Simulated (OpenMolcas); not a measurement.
An atom or ion with 52 electrons was computed by SS-CASPT2, IPEA 0.25 Eh, imaginary shift 0.1 Eh with spin-orbit coupling (OpenMolcas, ANO-RCC-VQZP, DKH2). The lowest levels that the run gave, each within 12 % of the measured value where one is at hand:

| J | Parity | E (cm⁻¹) | g |
| --- | --- | --- | --- |
| 2 | even | 0.0 | 1.458 |
| 0 | even | 6240 |  |
| 1 | even | 6410 | 1.501 |
| 2 | even | 13370 | 1.043 |
| 0 | even | 28950 |  |

**Question.** Which ion is it, and what are the configurations and terms?

**Answer.** I II (Z = 53, charge +1; active space 4 electrons in 3 orbitals (5p)). J, parity and g give the terms where levels are pure, and mixed ones are named by the computed weights; the size of the splittings, set against known spectra of the 52-electron sequence, gives the charge. In order, with the measured energies in cm⁻¹ (NIST Handbook of Basic Atomic Spectroscopic Data): 5s² 5p⁴ ³P₂, 5s² 5p⁴ ³P₀ (6448), 5s² 5p⁴ ³P₁ (7087), 5s² 5p⁴ ¹D₂ (13727), 5s² 5p⁴ ¹S₀ (29501).

CASPT2 does not keep the components of a term degenerate, so their means are used; among the terms shown or strongly mixed into the levels shown the widest spread is 180 cm-1 (5s² 5p⁴ ¹D). With the s shell closed, the reference lacks s² → p² mixing. Measured partners are found by configuration, term and J. A level has none where our copy of the source lacks it or the pairing is in doubt (some pairs that miss far off the trend of their configuration count as doubtful), and it then counts in no deviation. Only configurations of the active space appear.
